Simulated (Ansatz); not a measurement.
The cluster ReO₂⁻. The state is a singlet with charge -1. Geometry PBE-D4/def2-TZVPD.

Cartesian coordinates in Å:
```
Re -0.832 0.394 0.766
O 0.886 0.251 -0.101
O -0.054 -0.645 -0.664
```

In the def2 sets Re takes a core potential; there is no spin–orbit coupling. The structure holds 1 bond(s) between oxygen atoms. The restricted singlet is unstable towards broken spin symmetry in Hartree–Fock (as tested in another run); at PBE-D4/def2-TZVPD, r2SCAN-D4/def2-TZVPD, B97M-V/def2-TZVPD, PBE0-D4/def2-TZVPD and others this wasn't settled. At PBE-D4/def2-TZVPD, r2SCAN-D4/def2-TZVPD, B97M-V/def2-TZVPD, PBE0-D4/def2-TZVPD the highest occupied level of the charge -1 singlet lies above zero (up to 1.62 eV). The electron is either unbound and held by the finite basis, or the level is raised by self-interaction error. Another isomer (triplet) lies 6.99 eV lower at PBE0-D4/def2-TZVPD; other spin states weren't run for this one.

(1) Estimate the orbital energies around the gap (eV) in Ansatz with PBE-D4/def2-TZVPD, r2SCAN-D4/def2-TZVPD, B97M-V/def2-TZVPD, PBE0-D4/def2-TZVPD, ωB97X-V/def2-TZVPD.

Results:

(1) 
| orbital | PBE-D4/def2-TZVPD | r2SCAN-D4/def2-TZVPD | B97M-V/def2-TZVPD | PBE0-D4/def2-TZVPD | ωB97X-V/def2-TZVPD |
| --- | --- | --- | --- | --- | --- |
| HOMO−9 | -22.91 | -24.09 | -24.67 | -25.62 | -28.12 |
| HOMO−8 | -15.18 | -16.20 | -16.90 | -17.57 | -20.09 |
| HOMO−7 | -6.53 | -6.75 | -6.70 | -7.73 | -10.02 |
| HOMO−6 | -6.23 | -6.47 | -6.42 | -7.51 | -9.82 |
| HOMO−5 | -5.49 | -5.79 | -5.81 | -7.04 | -9.54 |
| HOMO−4 | -2.94 | -3.09 | -3.06 | -4.04 | -6.25 |
| HOMO−3 | -1.08 | -1.19 | -1.20 | -2.19 | -4.48 |
| HOMO−2 | 0.46 | 0.33 | 0.43 | -0.37 | -2.81 |
| HOMO−1 | 1.22 | 0.85 | 0.50 | -0.24 | -2.29 |
| HOMO | 1.62 | 1.40 | 1.11 | 0.30 | -2.12 |
| LUMO | 1.67 | 1.86 | 2.00 | 2.85 | 4.51 |
| LUMO+1 | 2.09 | 2.30 | 2.17 | 2.89 | 4.57 |
| LUMO+2 | 2.45 | 2.60 | 2.48 | 3.13 | 5.05 |
| LUMO+3 | 3.47 | 3.78 | 3.32 | 3.89 | 5.37 |
| LUMO+4 | 3.88 | 4.36 | 3.93 | 4.45 | 5.64 |
| LUMO+5 | 3.90 | 4.49 | 4.03 | 4.71 | 6.23 |
